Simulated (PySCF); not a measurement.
Species: C4H12Ge.
Numbering: `[CH3:1][Ge:2]([CH3:3])([CH3:4])[CH3:5]` (hydrogens: H6, H7, H8 on C1; H9, H10, H11 on C3; H12, H13, H14 on C4; H15, H16, H17 on C5)

A GFN2-xTB structure was refined with PBE0-D3(BJ)/def2-SVP geometry optimisation, gas phase (PySCF 2.14.0). Its GFN2-xTB values:

```tsv
coordinate	GFN2-xTB
C1–Ge2	1.999 Å
C1–H6	1.177 Å
C1–H7	1.012 Å
C1–Ge2–C3	110.7°
```

Problem. How do these coordinates change at the PBE0-D3(BJ)/def2-SVP level?

Solution. 
```
coordinate  PBE0-D3(BJ)/def2-SVP (Å or °)  change
     C1–H7                          1.101  +0.089
     C1–H6                          1.101  -0.076
    C1–Ge2                          1.957  -0.042
 C1–Ge2–C3                          109.4    -1.3
```

The energy falls by 19.4 kcal/mol over 11 energy and gradient evaluations, the largest force component goes from 0.1047 to 1.2e-04 Eh/bohr, and the atoms move by 0.112 Å rms after alignment. The bond that changes most is C1–H7 (sp3 carbon bound to germanium to methyl hydrogen), which lengthens by 0.089 Å. Bonds longer at the end by more than 0.005 Å: 6 of 16; shorter: 10. Among the dihedrals that turn most is C1–Ge2–C3–H10, from 74° to 59°.

The run used 148 basis functions and 59 SCF cycles in all. The run took 89 s of wall time on one thread of an Arm Neoverse V2 (shared host), and the process peaked at 0.59 GiB of memory.

Whether it is a minimum is left open (no frequencies).
